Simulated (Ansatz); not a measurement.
**Worked example: C5H12 + C2F3I → C4H9I + C3H3F3**

Species: C5H12 (neopentane) `CC(C)(C)C`, singlet; C2F3I (trifluoroiodoethylene) `FC(F)=C(F)I`, singlet; C4H9I (tert-butyl iodide) `CC(C)(C)I`, singlet; C3H3F3 `CC(F)=C(F)F`, singlet. The partners trade CH3 for I; both sit on C, so the bond types are kept.

Shapes, held fixed at every level: PBE0-D4/def2-TZVP. Programs: Ansatz 0.2.0. Electronic energies: no zero-point or thermal term.

At CCSD(T)/def2-TZVPP; 1 Eh = 2625.50 kJ/mol:

```
species  energy (Eh)
  C5H12  -197.402711
  C2F3I  -672.370778
  C4H9I  -454.705305
 C3H3F3  -415.087508
```

Q: Work out ΔE of the reaction at this level.

A: 
1. Products less reactants: (-454.705305) + (-415.087508) − [(-197.402711) + (-672.370778)] = -0.019324 Eh = -50.7 kJ/mol.

Other levels give -66.9 (HF/def2-SVP) to -47.2 kJ/mol (wB97X-V/def2-TZVPP). No measured value is set beside it here. For atoms past krypton def2 sets carry core potentials with scalar relativity. Outer-core shells of I are correlated, in sets that cover them unevenly.
